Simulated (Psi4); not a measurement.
Cl3Si (SMILES Cl[Si](Cl)Cl), doublet, at a GFN2-xTB geometry. Base run: SVWN/cc-pVDZ (Psi4).

Here is a job for Psi4.
```
memory 2 GB

molecule mol {
0 2
  Si    0.305349    0.301083    0.303222
  Cl   -0.851349   -0.875891    1.477321
  Cl    1.471334   -0.855542   -0.881862
  Cl   -0.871449    1.483482   -0.845170
}

set basis cc-pvdz
set reference uks

energy('svwn')
print_variables()
```

Variants of this job, named by their change:

```json
[
 {"change": "base", "ΔE vs base (mEh)": "0.000", "SCF cycles": "8", "grid points": "83581", "basis functions": "72"},
 {"change": "basis_guess = sto-3g", "ΔE vs base (mEh)": "0.000", "SCF cycles": "7", "grid points": "83581", "basis functions": "72"},
 {"change": "dft_nuclear_scheme = stratmann", "ΔE vs base (mEh)": "0.003", "SCF cycles": "8", "grid points": "77709", "basis functions": "72"},
 {"change": "guess = core", "ΔE vs base (mEh)": "0.000", "SCF cycles": "10", "grid points": "83581", "basis functions": "72"},
 {"change": "puream = false", "ΔE vs base (mEh)": "-11.411", "SCF cycles": "8", "grid points": "83581", "basis functions": "76"},
 {"change": "dft_radial_points = 50", "ΔE vs base (mEh)": "-0.013", "SCF cycles": "8", "grid points": "56747", "basis functions": "72"},
 {"change": "level_shift = 1.0", "ΔE vs base (mEh)": "0.000", "SCF cycles": "8", "grid points": "83581", "basis functions": "72"},
 {"change": "guess = gwh", "ΔE vs base (mEh)": "0.000", "SCF cycles": "11", "grid points": "83581", "basis functions": "72"},
 {"change": "scf_type = pk", "ΔE vs base (mEh)": "0.091", "SCF cycles": "8", "grid points": "83581", "basis functions": "72"},
 {"change": "dft_radial_points = 150", "ΔE vs base (mEh)": "-0.001", "SCF cycles": "8", "grid points": "166705", "basis functions": "72"},
 {"change": "dft_basis_tolerance = 1e-8", "ΔE vs base (mEh)": "0.000", "SCF cycles": "8", "grid points": "80775", "basis functions": "72"},
 {"change": "dft_spherical_points = 194", "ΔE vs base (mEh)": "-0.068", "SCF cycles": "8", "grid points": "54210", "basis functions": "72"},
 {"change": "df_basis_scf = def2-universal-jkfit", "ΔE vs base (mEh)": "0.035", "SCF cycles": "8", "grid points": "83581", "basis functions": "72"}
]
```

Open shells are given as the SCF converged; they aren't shown to be the lowest states, and a large step between rows can be another state.
